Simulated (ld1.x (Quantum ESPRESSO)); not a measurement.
# Ranking TM semilocal potentials for scandium (Sc)

All share these settings but for the change named:

* Element: scandium
* Generator: ld1.x (Quantum ESPRESSO) 7.5
* Type: norm-conserving Troullier–Martins (semilocal form)
* Functional: BLYP
* Relativity: scalar-relativistic
* Frozen core: [Ne]
* Valence charge: 11
* Reference configuration: 3s2 3p6 3d1 4s2 4p0
* Partial waves: 3s (bound): rc 1.35 bohr; 3p (bound): rc 1.10 bohr; 3d (bound): rc 1.95 bohr; 4f channel at 0.2 Ry: rc 1.45 bohr
* Local potential: the f channel
* Core correction: none

Occupied shells without a wave of their own: 4s. They enter only through the test configuration that unscreens the potential.

Test errors are all-electron minus pseudo excitation energies from the reference, over 3s2 3p6 3d1 4s1 4p0; 3s2 3p6 3d1 4s0 4p0; 3s2 3p6 3d0 4s0 4p0; 3s2 3p6 3d0 4s2 4p0; 3s1 3p6 3d1 4s2 4p0; 3s2 3p6 3d2 4s1 4p0; 3s2 3p6 3d2 4s0 4p0. None of these files shows a bound ghost.

The base gives 772.3 meV.

Of 7 variants that were run, those that failed, showed a ghost or another fault, or gave nearly equal values are left out.

A variant can come out equal or close to the base, since the largest error may sit in a test that the change hardly touches while other tests move.

**Question.** Rank these variants by their largest absolute test error, smallest first.
A. wave 3d (bound): rc 1.95 bohr becomes 3d (bound): rc 2.38 bohr
B. wave 3d (bound): rc 1.95 bohr becomes 3d (bound): rc 2.86 bohr
C. wave 3d (bound): rc 1.95 bohr becomes 3d (bound): rc 1.84 bohr

**Answer.** B (544.3 meV), A (673.5 meV), C (786.7 meV).
